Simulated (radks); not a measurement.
Results of a calculation; reference values are marked as such.
Species: the osmium ion Os2+. Configuration: [Xe] 4f14 5d6.

Level of theory: scalar-relativistic Kohn-Sham, RPBE, spin-polarised, spherical densities, finite nucleus; open shells are filled with parallel spins first (spin-orbit coupling, left out, can overturn this in heavy ions); Fermi nuclear charge, rms radius 5.4126 fm (a radial shooting solver on a logarithmic mesh with Libxc functionals).

Energy parts (eV):
total: -469406.57
kinetic: 520066.41
electron-nucleus: -1161915.90
Hartree: 181649.45
exchange-correlation: -9206.54

Orbitals (lengths in bohr, moments of r in powers of bohr; <r^-3> diverges for s and p1/2):
| orbital | occ. | eigenvalue (eV) | <r^2> | <r^-3> | <1/r> |
|---|---|---|---|---|---|
| 1s down | 1 | -73865.49 | 0.0004335 | - | 90.43 |
| 1s up | 1 | -73865.48 | 0.0004335 | - | 90.43 |
| 2s up | 1 | -12879.33 | 0.006643 | - | 21.17 |
| 2s down | 1 | -12879.10 | 0.006643 | - | 21.17 |
| 2p up | 3 | -11219.11 | 0.005532 | 21890 | 19.05 |
| 2p down | 3 | -11218.93 | 0.005532 | 21890 | 19.05 |
| 3s up | 1 | -3010.232 | 0.04299 | - | 7.846 |
| 3s down | 1 | -3010.162 | 0.04299 | - | 7.846 |
| 3p up | 3 | -2522.522 | 0.04388 | 4934 | 7.212 |
| 3p down | 3 | -2522.441 | 0.04388 | 4934 | 7.212 |
| 3d up | 5 | -1977.154 | 0.03637 | 625.9 | 6.804 |
| 3d down | 5 | -1976.998 | 0.03637 | 625.8 | 6.804 |
| 4s up | 1 | -648.6863 | 0.2105 | - | 3.345 |
| 4s down | 1 | -648.4813 | 0.2105 | - | 3.345 |
| 4p up | 3 | -488.6659 | 0.2399 | 1162 | 3.033 |
| 4p down | 3 | -488.4810 | 0.2399 | 1161 | 3.032 |
| 4d up | 5 | -289.8175 | 0.2768 | 127.2 | 2.707 |
| 4d down | 5 | -289.6031 | 0.2765 | 127.2 | 2.707 |
| 5s up | 1 | -109.2056 | 1.145 | - | 1.329 |
| 5s down | 1 | -107.3769 | 1.130 | - | 1.340 |
| 4f up | 7 | -68.9717 | 0.3848 | 22.88 | 2.237 |
| 5p up | 3 | -68.8705 | 1.556 | 177.1 | 1.122 |
| 4f down | 7 | -68.5824 | 0.3795 | 23.00 | 2.244 |
| 5p down | 3 | -66.4565 | 1.532 | 182.1 | 1.134 |
| 5d up | 5 | -23.9769 | 3.318 | 10.15 | 0.7685 |
| 5d down | 1 | -21.0741 | 3.494 | 10.12 | 0.7615 |

The highest occupied level is 5d down at -21.074 eV. For comparison, the ionisation energy in NIST's Atomic Spectra Database is 25 eV (theoretical). In exact Kohn-Sham theory the highest level is minus the ionisation energy, but local and semilocal functionals leave it too shallow, through self-interaction and a potential that decays too fast; potentials with the right tail come closer. The electron density at the nucleus is 1.79e+06 e/bohr^3 (large components only). The spin density at the nucleus is -21.24 e/bohr^3 (1s -0.11, 2s -1.92, 3s 0.14, 4s 2.33, 5s -21.68). Spin moment in Bohr magnetons: 4. The density falls to 0.001 e/bohr^3 at r = 3.65 bohr. Summed over all electrons, <r^2> = 42.36 bohr^2, which gives a Langevin (diamagnetic) susceptibility term of -33.6 x 10^-6 cm^3/mol.
